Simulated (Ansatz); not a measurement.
SiH2Me(NHMe) (C2H9NSi). The state is a singlet with charge 0. Geometry PBE0-D4/def2-SVP, basis def2-TZVP, Ansatz.

```tsv
run	HOMO (eV)	LUMO (eV)
A	-5.24	0.03
B	-8.02	1.72
C	-6.60	0.86
D	-6.40	0.58
E	-5.67	0.19
F	-5.51	0.55
```

B3LYP takes the VWN-RPA correlation.

**Question.** The runs used B3LYP, B97M-V, CAM-B3LYP, PBE, PBE0, r2SCAN. Estimate which is which.

**Answer.** A PBE (0 % exact exchange); B CAM-B3LYP (range-separated); C PBE0 (25 % exact exchange); D B3LYP (20 % exact exchange); E B97M-V (0 % exact exchange); F r2SCAN (0 % exact exchange). Exact exchange lowers occupied and raises empty levels; among semilocal functionals meta-GGAs tend to open the gap a little, and such runs are hard to tell apart. The gap grows from 5.27 eV (PBE) to 9.73 eV (CAM-B3LYP).
